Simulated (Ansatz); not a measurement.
Program: Ansatz 0.2.0.

`FC(F)CCC(F)F` at its PBE0-D4/def2-TZVP geometry, where that method's forces vanish. The species carries charge 0 and has multiplicity 1.

```tsv
atom	x (Å)	y (Å)	z (Å)
F1	-1.885	0.322	-1.417
C2	-1.618	-0.461	-0.337
F3	-1.014	-1.587	-0.810
C4	-0.731	0.265	0.638
C5	0.584	0.766	0.056
C6	1.625	-0.304	-0.151
F7	2.780	0.275	-0.575
F8	1.900	-0.922	1.032
H9	-2.576	-0.761	0.100
H10	-0.551	-0.395	1.490
H11	-1.308	1.115	1.011
H12	0.417	1.266	-0.900
H13	1.026	1.499	0.735
H14	1.350	-1.077	-0.872
```

(1) For each bond, give half the difference of the two atoms' forces along it (eV/Å; positive pushes the atoms apart) under PBE-D4, r2SCAN-D4, B3LYP-D4, ωB97M-V in def2-TZVPP. (Best estimate.)

Answers

(1) The calculation gave: 
```json
{"bond": "F1–C2", "length (Å)": "1.360", "PBE-D4": "0.57", "r2SCAN-D4": "0.31", "B3LYP-D4": "0.34", "ωB97M-V": "0.21"}
{"bond": "C2–F3", "length (Å)": "1.363", "PBE-D4": "0.57", "r2SCAN-D4": "0.32", "B3LYP-D4": "0.35", "ωB97M-V": "0.22"}
{"bond": "C2–C4", "length (Å)": "1.505", "PBE-D4": "-0.13", "r2SCAN-D4": "-0.06", "B3LYP-D4": "0.01", "ωB97M-V": "0.03"}
{"bond": "C2–H9", "length (Å)": "1.095", "PBE-D4": "0.01", "r2SCAN-D4": "-0.14", "B3LYP-D4": "-0.24", "ωB97M-V": "-0.22"}
{"bond": "C4–C5", "length (Å)": "1.523", "PBE-D4": "-0.02", "r2SCAN-D4": "0.09", "B3LYP-D4": "0.17", "ωB97M-V": "0.13"}
{"bond": "C4–H10", "length (Å)": "1.093", "PBE-D4": "0.10", "r2SCAN-D4": "-0.04", "B3LYP-D4": "-0.11", "ωB97M-V": "-0.11"}
{"bond": "C4–H11", "length (Å)": "1.093", "PBE-D4": "0.09", "r2SCAN-D4": "-0.04", "B3LYP-D4": "-0.11", "ωB97M-V": "-0.10"}
{"bond": "C5–C6", "length (Å)": "1.507", "PBE-D4": "-0.11", "r2SCAN-D4": "-0.04", "B3LYP-D4": "0.02", "ωB97M-V": "0.03"}
{"bond": "C5–H12", "length (Å)": "1.092", "PBE-D4": "0.10", "r2SCAN-D4": "-0.04", "B3LYP-D4": "-0.11", "ωB97M-V": "-0.11"}
{"bond": "C5–H13", "length (Å)": "1.093", "PBE-D4": "0.11", "r2SCAN-D4": "-0.04", "B3LYP-D4": "-0.11", "ωB97M-V": "-0.09"}
{"bond": "C6–F7", "length (Å)": "1.359", "PBE-D4": "0.56", "r2SCAN-D4": "0.31", "B3LYP-D4": "0.34", "ωB97M-V": "0.22"}
{"bond": "C6–F8", "length (Å)": "1.363", "PBE-D4": "0.57", "r2SCAN-D4": "0.31", "B3LYP-D4": "0.35", "ωB97M-V": "0.22"}
{"bond": "C6–H14", "length (Å)": "1.092", "PBE-D4": "0.02", "r2SCAN-D4": "-0.15", "B3LYP-D4": "-0.24", "ωB97M-V": "-0.22"}
```

B3LYP here is the variant with VWN-RPA as its local correlation; programs differ in this.
